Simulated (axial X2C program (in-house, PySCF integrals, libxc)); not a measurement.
## Curves of HfCl by EOM-EA-CCSD

Computed with an in-house all-electron X2C program for linear molecules (integrals from PySCF): two-component X2C with atomic mean-field Coulomb and Gaunt terms, Gaussian nuclei, basis Hf dyall-acv3z, Cl dyall-av3z with contracted cores.

Energies in eV from the lowest point of the lowest state; states are followed by energy order within each Ω. Reference: HfCl⁺, 18 electrons correlated in 84 virtual spinors with an MP2 remainder; levels at this size can be off by some tenths of an eV. Masses 179.947 and 34.969 u.

```csv
R (Å),(1)Ω=3/2,(1)Ω=1/2,(1)Ω=5/2,(2)Ω=3/2,(2)Ω=1/2,(3)Ω=1/2,(3)Ω=3/2
2.111,0.3934,0.7493,0.6877,1.0518,1.2769,2.7592,2.9840
2.202,0.0919,0.4081,0.3962,0.7208,0.9453,2.4424,2.6887
2.294,0.0000,0.2712,0.3143,0.6005,0.8212,2.3471,2.6134
2.397,0.0701,0.2831,0.3956,0.6423,0.8554,2.4200,2.7072
2.501,0.2632,0.4098,0.6002,0.8124,1.0161,2.6173,2.9236
```

T1 of the reference reaches 0.031 (Lee–Taylor). Curves followed by order can swap character. Number of frozen shells: Hf 4 s, 3 p, 2 d, 1 f; Cl 2 s, 1 p. Roots with under 60 % one-particle weight at any point are counted in the labels but not shown, and the list ends where the roots sought for some Ω run out; states that need a further excitation are missing and may lie low or lowest. Curves with a minimum but no constants failed the fit check.
